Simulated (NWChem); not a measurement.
System: BF

Here is an NWChem input.

```
start job
memory heap 200 mb stack 900 mb global 1100 mb
geometry units angstroms noautosym nocenter noautoz
  B      0.000000     0.000000    -0.815066
  F      0.000000     0.000000     0.459570
end
basis spherical
  * library aug-cc-pvdz
end
dft
  xc b3lyp
  iterations 150
end
property
  response 1 0.0773
end
task dft property
```

All runs use the structure optimised with PBE-D3(BJ)/def2-SVP.

Field at 589 nm.

**Question.** Predict the main results of this run. (B3LYP/aug-cc-pVDZ.) Quantities: isotropic polarisability (bohr³); anisotropy (bohr³).

**Answer.** 
```yaml
isotropic polarisability (bohr³): 21.7
anisotropy (bohr³): 2.9
```
